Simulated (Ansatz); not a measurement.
C2H7Cl2NSi2, SMILES `C=CN([SiH2]Cl)[SiH2]Cl` at its PBE0-D4/def2-TZVP geometry, where that method's forces vanish. Charge 0, multiplicity 1.

```tsv
atom	x (Å)	y (Å)	z (Å)
C1	1.331	-0.228	1.756
C2	0.428	0.482	1.088
N3	-0.209	0.112	-0.110
Si4	0.375	-1.219	-1.052
Cl5	-0.112	-3.030	-0.214
Si6	-1.506	1.104	-0.682
Cl7	-0.814	2.722	-1.745
H8	1.761	0.174	2.662
H9	1.660	-1.212	1.444
H10	0.124	1.452	1.476
H11	1.847	-1.169	-1.152
H12	-0.297	-1.135	-2.365
H13	-2.351	0.302	-1.587
H14	-2.238	1.645	0.482
```

Problem. For each bond, give half the difference of the two atoms' forces along it (eV/Å; positive pushes the atoms apart) under PBE-D4, r2SCAN-D4, B3LYP-D4, ωB97M-V in def2-TZVPP. (Estimate.)

Solution. Computed: 
```json
{"bond": "C1–C2", "length (Å)": "1.328", "PBE-D4": "0.36", "r2SCAN-D4": "0.18", "B3LYP-D4": "0.08", "ωB97M-V": "-0.10"}
{"bond": "C1–H8", "length (Å)": "1.081", "PBE-D4": "0.01", "r2SCAN-D4": "-0.08", "B3LYP-D4": "-0.09", "ωB97M-V": "-0.04"}
{"bond": "C1–H9", "length (Å)": "1.084", "PBE-D4": "0.00", "r2SCAN-D4": "-0.08", "B3LYP-D4": "-0.09", "ωB97M-V": "-0.03"}
{"bond": "C2–N3", "length (Å)": "1.407", "PBE-D4": "-0.07", "r2SCAN-D4": "0.12", "B3LYP-D4": "0.18", "ωB97M-V": "0.35"}
{"bond": "C2–H10", "length (Å)": "1.088", "PBE-D4": "0.01", "r2SCAN-D4": "-0.10", "B3LYP-D4": "-0.15", "ωB97M-V": "-0.13"}
{"bond": "N3–Si4", "length (Å)": "1.732", "PBE-D4": "0.12", "r2SCAN-D4": "0.02", "B3LYP-D4": "0.03", "ωB97M-V": "-0.03"}
{"bond": "N3–Si6", "length (Å)": "1.730", "PBE-D4": "0.11", "r2SCAN-D4": "0.01", "B3LYP-D4": "0.02", "ωB97M-V": "0.00"}
{"bond": "Si4–Cl5", "length (Å)": "2.054", "PBE-D4": "0.14", "r2SCAN-D4": "0.04", "B3LYP-D4": "0.22", "ωB97M-V": "0.10"}
{"bond": "Si4–H11", "length (Å)": "1.476", "PBE-D4": "0.04", "r2SCAN-D4": "-0.04", "B3LYP-D4": "-0.14", "ωB97M-V": "-0.16"}
{"bond": "Si4–H12", "length (Å)": "1.477", "PBE-D4": "0.03", "r2SCAN-D4": "-0.04", "B3LYP-D4": "-0.15", "ωB97M-V": "-0.14"}
{"bond": "Si6–Cl7", "length (Å)": "2.056", "PBE-D4": "0.14", "r2SCAN-D4": "0.04", "B3LYP-D4": "0.23", "ωB97M-V": "0.10"}
{"bond": "Si6–H13", "length (Å)": "1.475", "PBE-D4": "0.03", "r2SCAN-D4": "-0.04", "B3LYP-D4": "-0.14", "ωB97M-V": "-0.15"}
{"bond": "Si6–H14", "length (Å)": "1.478", "PBE-D4": "0.05", "r2SCAN-D4": "-0.05", "B3LYP-D4": "-0.14", "ωB97M-V": "-0.16"}
```

B3LYP here is the variant with VWN-RPA as its local correlation; programs differ in this.
